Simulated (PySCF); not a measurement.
Harmonic spectrum computed at PBE0 in the def2-TZVP basis family (core potentials from Rb on, PySCF, no spin–orbit coupling):

```json
{"symmetry": "a1", "ω (cm⁻¹)": "317", "IR (km/mol)": "50.9"}
{"symmetry": "b1", "ω (cm⁻¹)": "450", "IR (km/mol)": "3.5"}
{"symmetry": "b2", "ω (cm⁻¹)": "825", "IR (km/mol)": "9.5"}
{"symmetry": "a1", "ω (cm⁻¹)": "987", "IR (km/mol)": "18.2"}
{"symmetry": "b2", "ω (cm⁻¹)": "1095", "IR (km/mol)": "109"}
{"symmetry": "a1", "ω (cm⁻¹)": "2217", "IR (km/mol)": "38.0"}
```

Question: Which molecule gave it? In each, all ligands are bound to the one heavy central atom.
A. HAsO₂ (singlet)
B. HNbO₂ (singlet)
C. HPO₂ (singlet)
D. HTaO₂ (singlet)
E. HIO₂ (singlet)

Answer: A. It has C2v symmetry with As–H 1.517 Å, As–O 1.604 Å (×2).
